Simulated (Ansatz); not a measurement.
Born–Oppenheimer molecular dynamics of Cl$_{2}$FH$_{2}$NZr (7 atoms, charge 0, multiplicity 1). It starts from a relaxed structure.

All numbers below come from RKS PBE0-D4/def2-SVP in Ansatz.

```yaml
ensemble: NVE (Milne-controlled integrator)
time_step: 0.5 fs
steps_asked: 250
starting_velocities_drawn_for: 500 K
seed: 366529
```

Frames 5 fs apart, positions in Å, forces in eV/Å.

Velocities at 50 fs (Å/ps):

```
Zr -1.40 -2.22 0.58
F 2.17 -0.24 -2.98
Cl 0.91 0.77 0.17
Cl -0.59 0.94 -1.51
N 4.56 8.87 3.16
H 4.87 11.39 -0.68
H 6.54 10.75 7.59
```

```xyz
7
Properties=species:S:1:pos:R:3:forces:R:3 time_fs=50 energy_less_start_eV=0.168 T=241
Zr 0.005 -0.049 0.009 0.11 0.73 -0.40
F -0.100 -0.105 1.899 0.12 -0.08 0.07
Cl 2.240 0.022 -0.840 -0.35 -0.18 0.19
Cl -1.098 1.808 -0.929 0.12 -0.08 0.16
N -1.133 -1.509 -0.698 -1.48 -1.39 -0.22
H -1.405 -2.397 -0.228 0.61 0.66 -0.06
H -1.875 -1.445 -1.425 0.86 0.34 0.26
7
Properties=species:S:1:pos:R:3:forces:R:3 time_fs=55 energy_less_start_eV=0.189 T=208
Zr -0.001 -0.059 0.011 1.03 2.00 -0.51
F -0.088 -0.107 1.885 0.06 -0.15 0.61
Cl 2.243 0.026 -0.839 -0.41 -0.22 0.20
Cl -1.101 1.812 -0.936 0.14 -0.19 0.20
N -1.119 -1.475 -0.684 -0.37 -0.78 -0.17
H -1.333 -2.331 -0.208 -0.10 -0.75 0.36
H -1.799 -1.352 -1.412 -0.35 0.08 -0.69
7
Properties=species:S:1:pos:R:3:forces:R:3 time_fs=60 energy_less_start_eV=0.279 T=68
Zr -0.005 -0.063 0.012 1.44 2.61 -0.52
F -0.076 -0.111 1.880 0.03 -0.19 0.88
Cl 2.244 0.027 -0.836 -0.42 -0.24 0.18
Cl -1.102 1.815 -0.942 0.15 -0.22 0.21
N -1.118 -1.459 -0.674 -1.05 -1.58 -0.51
H -1.265 -2.342 -0.161 -0.36 0.33 -0.73
H -1.734 -1.258 -1.478 0.21 -0.71 0.49
7
Properties=species:S:1:pos:R:3:forces:R:3 time_fs=65 energy_less_start_eV=0.206 T=182
Zr -0.005 -0.061 0.012 1.13 2.30 -0.41
F -0.063 -0.117 1.884 0.04 -0.16 0.67
Cl 2.242 0.027 -0.832 -0.41 -0.24 0.16
Cl -1.103 1.817 -0.946 0.17 -0.24 0.22
N -1.130 -1.466 -0.671 -0.15 -0.71 -0.16
H -1.283 -2.356 -0.229 -0.39 -0.59 -0.07
H -1.666 -1.300 -1.508 -0.39 -0.35 -0.42
7
Properties=species:S:1:pos:R:3:forces:R:3 time_fs=70 energy_less_start_eV=0.117 T=319
Zr -0.003 -0.052 0.010 0.33 1.26 -0.23
F -0.050 -0.125 1.897 0.07 -0.08 0.16
Cl 2.236 0.026 -0.827 -0.36 -0.20 0.14
Cl -1.102 1.816 -0.949 0.18 -0.20 0.22
N -1.149 -1.490 -0.673 -0.77 -1.45 -0.75
H -1.373 -2.436 -0.334 0.23 0.47 0.14
H -1.649 -1.423 -1.574 0.32 0.21 0.32
7
Properties=species:S:1:pos:R:3:forces:R:3 time_fs=75 energy_less_start_eV=0.124 T=308
Zr 0.001 -0.041 0.008 -0.59 -0.10 -0.05
F -0.036 -0.134 1.912 0.07 0.01 -0.41
Cl 2.229 0.023 -0.820 -0.28 -0.16 0.10
Cl -1.100 1.815 -0.950 0.17 -0.12 0.19
N -1.177 -1.533 -0.685 0.34 -0.04 -0.25
H -1.434 -2.470 -0.389 0.20 -0.05 0.61
H -1.586 -1.503 -1.620 0.10 0.46 -0.18
7
Properties=species:S:1:pos:R:3:forces:R:3 time_fs=80 energy_less_start_eV=0.163 T=248
Zr 0.003 -0.030 0.006 -1.20 -1.14 0.15
F -0.021 -0.143 1.922 0.06 0.07 -0.78
Cl 2.219 0.019 -0.814 -0.16 -0.13 0.04
Cl -1.097 1.813 -0.950 0.11 0.01 0.12
N -1.200 -1.577 -0.702 1.22 1.16 0.27
H -1.447 -2.494 -0.328 0.03 0.21 -0.07
H -1.500 -1.493 -1.679 -0.05 -0.19 0.27
7
Properties=species:S:1:pos:R:3:forces:R:3 time_fs=85 energy_less_start_eV=0.239 T=130
Zr 0.002 -0.021 0.004 -1.40 -1.65 0.25
F -0.005 -0.151 1.923 0.02 0.11 -0.85
Cl 2.209 0.014 -0.807 -0.03 -0.10 -0.03
Cl -1.094 1.811 -0.949 0.02 0.16 0.05
N -1.201 -1.602 -0.713 1.71 1.82 0.84
H -1.456 -2.484 -0.267 -0.07 0.15 -0.40
H -1.426 -1.519 -1.706 -0.26 -0.50 0.15
7
Properties=species:S:1:pos:R:3:forces:R:3 time_fs=90 energy_less_start_eV=0.156 T=259
Zr -0.003 -0.017 0.003 -1.22 -1.63 0.17
F 0.011 -0.158 1.913 -0.03 0.12 -0.63
Cl 2.198 0.008 -0.800 0.10 -0.09 -0.08
Cl -1.090 1.810 -0.947 -0.06 0.32 -0.01
N -1.175 -1.596 -0.712 1.26 1.36 0.29
H -1.480 -2.459 -0.276 -0.01 -0.10 0.21
H -1.409 -1.641 -1.704 -0.04 0.03 0.06
7
Properties=species:S:1:pos:R:3:forces:R:3 time_fs=95 energy_less_start_eV=0.123 T=309
Zr -0.011 -0.017 0.002 -0.67 -1.08 -0.01
F 0.027 -0.163 1.895 -0.09 0.09 -0.15
Cl 2.188 0.002 -0.793 0.21 -0.08 -0.13
Cl -1.086 1.811 -0.946 -0.15 0.45 -0.06
N -1.128 -1.570 -0.704 -0.02 -0.62 -0.21
H -1.498 -2.422 -0.251 0.40 0.63 0.33
H -1.397 -1.761 -1.682 0.32 0.61 0.22
7
Properties=species:S:1:pos:R:3:forces:R:3 time_fs=100 energy_less_start_eV=0.059 T=409
Zr -0.020 -0.020 0.002 0.11 -0.10 -0.18
F 0.041 -0.168 1.875 -0.15 0.01 0.45
Cl 2.179 -0.005 -0.788 0.27 -0.08 -0.18
Cl -1.084 1.815 -0.946 -0.22 0.52 -0.10
N -1.078 -1.548 -0.699 0.13 -0.15 0.17
H -1.450 -2.301 -0.135 -0.09 -0.28 0.36
H -1.331 -1.758 -1.652 -0.06 0.08 -0.54
7
Properties=species:S:1:pos:R:3:forces:R:3 time_fs=105 energy_less_start_eV=0.165 T=245
Zr -0.029 -0.023 0.000 0.91 1.01 -0.21
F 0.054 -0.172 1.861 -0.20 -0.07 0.92
Cl 2.172 -0.012 -0.784 0.31 -0.08 -0.21
Cl -1.083 1.823 -0.945 -0.27 0.53 -0.12
N -1.028 -1.534 -0.692 -0.63 -1.11 -0.19
H -1.397 -2.189 0.020 0.00 0.03 -0.95
H -1.264 -1.727 -1.676 -0.12 -0.29 0.76
```

Of the whole run (125 fs, mean temperature of the second half 260 K): The conserved energy stayed within 0.0079 meV per atom of its start (net change -0.00029 meV per atom), so the integration is sound. Over the second half the temperature averaged 0.52 of the 500 K drawn at the start: a run that starts near a minimum puts about half its kinetic energy into the potential. A run of 0.12 ps of so small a system gives no equilibrium averages.

Time of the run: 16 min on 2 threads of Arm Neoverse V1 (shared host), peak memory 0.25 GiB.
